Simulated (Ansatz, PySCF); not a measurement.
ClSn, SMILES [Cl][Sn] (connectivity only; charge and spin as stated), neutral, multiplicity 2. Atoms are numbered in the order given.

```xyz
2

Sn     0.0000     0.0000    -0.6145
Cl     0.0000     0.0000     1.7792
```
Charge 0, spin multiplicity 2.

Geometry: B3LYP-D3(BJ)/def2-TZVP. The def2 effective core potentials stand for the cores of Sn; spin–orbit coupling is left out.

Two levels are set side by side: PBE-D3(BJ)/def2-TZVP (Ansatz, a program for electronic structure) and B3LYP-D3(BJ)/def2-TZVP (Ansatz). Each level has its own optimised geometry; the coordinates shown are those of the second. Frequencies come from the Hessian of PySCF at each geometry. Differences are taken from unrounded values.

```csv
quantity,B3LYP-D3(BJ)
bond Sn1–Cl2 (Å),2.394
highest harmonic wavenumber (cm⁻¹),335
mean harmonic wavenumber (cm⁻¹),335
zero-point energy (kcal/mol),0.48
```

Problem. What does PBE-D3(BJ) give, and how far is it from B3LYP-D3(BJ)? (The exact figures need the calculation; the answer reports its results.)

Solution. 
```csv
quantity,PBE-D3(BJ),PBE-D3(BJ) minus B3LYP-D3(BJ)
bond Sn1–Cl2 (Å),2.390,-0.004
highest harmonic wavenumber (cm⁻¹),335,0
mean harmonic wavenumber (cm⁻¹),335,0
zero-point energy (kcal/mol),0.48,0.00
```

Here PBE gives about what the other level gives.
